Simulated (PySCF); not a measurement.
Two probes of the same atoms: core binding energy and nuclear shielding

Species: C4H10OSi.
Geometry (PBE0-D3(BJ)/def2-SVP, Å), atoms numbered from 1 in this order:
```xyz
16
C4H10OSi angstrom
C     -2.901    0.449    0.618
C     -1.703    0.028    1.028
C     -0.942   -1.121    0.454
Si     0.594   -0.567   -0.473
O      1.540    0.238    0.639
C      2.750    0.873    0.345
H     -3.445   -0.062   -0.184
H     -3.384    1.319    1.071
H     -1.195    0.577    1.831
H     -1.566   -1.714   -0.236
H     -0.597   -1.803    1.252
H      1.334   -1.747   -1.028
H      0.241    0.345   -1.608
H      3.505    0.169   -0.051
H      2.623    1.687   -0.392
H      3.153    1.315    1.269
```

Binding energies: PySCF 2.14.0, delta-SCF UKS SCAN, pcX-2 on the ionised atom, pcseg-1 elsewhere, spin-free X2C. Shieldings: GIAO CAM-B3LYP/pcSseg-2, non-relativistic, same geometry.

```tsv
atom	isotropic shielding (ppm)
C1	58.0
C2	31.1
C3	156.9
C6	127.7
```

Task: What are the C 1s binding energies of these atoms?

Result: 
| atom | environment | C 1s (eV) | isotropic shielding (ppm) |
| --- | --- | --- | --- |
| C1 | terminal =CH2 carbon | 289.86 | 58.0 |
| C3 | sp3 carbon bound to silicon | 290.32 | 156.9 |
| C2 | alkene CH carbon | 290.50 | 31.1 |
| C6 | methoxy carbon | 292.39 | 127.7 |

Task: Among the listed atoms, is the one with the highest binding energy also the least shielded?

Result: No. The highest binding energy is at C6 (292.39 eV, shielding 127.7 ppm), the lowest shielding at C2 (31.1 ppm, 290.50 eV).

By binding energy: C1 < C3 < C2 < C6. By shielding: C2 < C1 < C6 < C3.

One conformer (not necessarily the lowest) at the PBE0-D3(BJ)/def2-SVP geometry, without solvent, vibrations or thermal averaging.
